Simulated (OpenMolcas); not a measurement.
## Ions of charge +4 along the 3d row with 6 fluoride ligands in octahedral coordination

```json
{
 "Program": "OpenMolcas 26.06",
 "Method": "SS-CASPT2, IPEA 0.25 Eh, imaginary shift 0.1 Eh",
 "Spin-orbit coupling": "state interaction with AMFI integrals over the reference wave functions"
}
```

The d shell is active; CASPT2 correlates the ligand valence shells and the outer metal core. Anionic complexes are neutralised by point charges behind the ligands. Distances were set from a Shannon-type radius of the metal (high-spin where two are listed) plus a fixed donor radius (F 1.31 Å). Ligand basis ANO-RCC-VDZP, DKH2 Hamiltonian. States (labels of O, the rotations of Oh). Energies in cm-1 above the lowest state or level, χT in cm3 K/mol; under a threefold ground state the first gap can be a small split of the lowest multiplet, not the spin-orbit step; 10Dq and B are least-squares fits to the states below 45000 cm-1, weighted by degeneracy, with a free offset, and given where the rms deviation is under 5 % of |10Dq| (or 100 cm-1) and under 700 cm-1. Spin-only χT is S(S+1) / 2 for the spin of the ground state.

```csv
Ion,Shell,R (Å),Metal basis,Outer charge (e at Å behind ligand),Ground state,First state of that spin,10Dq,B (rms of fit),First gap with spin-orbit (degeneracies),χT at 300 K,First state of another spin,Spin-only χT
V4+,3d1,1.89,ANO-RCC-VTZP,0.33 at 2.8,2T2,2E 21440,21441,,"330 (4, 2)",0.365,,0.375
Cr4+,3d2,1.86,ANO-RCC-VDZP,0.33 at 2.6,3T1,3T2 21940,22879,809 (305),"7 (2, 3)",0.714,1T2 10940,1.000
Mn4+,3d3,1.84,ANO-RCC-VDZP,0.33 at 3.2,4A2,4T2 25070,,,"14830 (4, 4)",1.838,2E 14850,1.875
Fe4+,3d4,1.9,ANO-RCC-VTZP,0.33 at 2.8,3T1,3E 14590,,,"270 (1, 3)",1.713,5E 3080,1.000
```

The rows also differ in their metal basis and outer charges, so part of each step comes from that.

Below the highest spin of the shell: Fe4+. χT departs most from the spin-only value for Fe4+, by +0.713 cm3 K/mol.

Roots that are degenerate in the reference are averaged as groups; the widest CASPT2 spread within a group is 1500 cm-1 (the 2-fold group of multiplicity 1 near 45700 cm-1 above the lowest state of its run, Fe4+). Shifts and gaps below about the spread of the groups concerned are not significant. Over all roots computed the reference weight is 0.70 in V4+, 0.69 to 0.70 in Cr4+, 0.67 to 0.69 in Mn4+, 0.59 to 0.66 in Fe4+; the roots of lowest weight are the least certain, and an intruder state may touch them. Ligand-to-metal charge-transfer states are missing. With one d shell and no ligand orbital active, 10Dq can be off by a tenth or more. An orbital triplet at a regular site is open to Jahn-Teller coupling, which can distort the site and quench the lowest spin-orbit gaps and is left out (holds for V4+; Cr4+; Fe4+). The least metal-like active orbital is 83 % on the metal (Löwdin) and no ligand orbital is active, so the numbers are rough (holds for V4+). The least metal-like active orbital is 81 % on the metal (Löwdin) and no ligand orbital is active, so the numbers are rough (holds for Cr4+). With no ligand orbital active B as a rule stays too high, so bands that hang on it stand too high and its fall with covalency is understated (holds for Cr4+; Mn4+; Fe4+). The least metal-like active orbital is 80 % on the metal (Löwdin) and no ligand orbital is active, so the numbers are rough (holds for Mn4+). This shell can be high or low spin here, a state of another spin lies low, and with metal d orbitals alone active their balance is uncertain, so the ground spin may be wrong, although the usual error favours high spin (holds for Fe4+). The least metal-like active orbital is 78 % on the metal (Löwdin) and no ligand orbital is active, so the numbers are rough (holds for Fe4+). No measured value stands beside these numbers; the geometry was imposed, not optimised, and the real ion may take another.
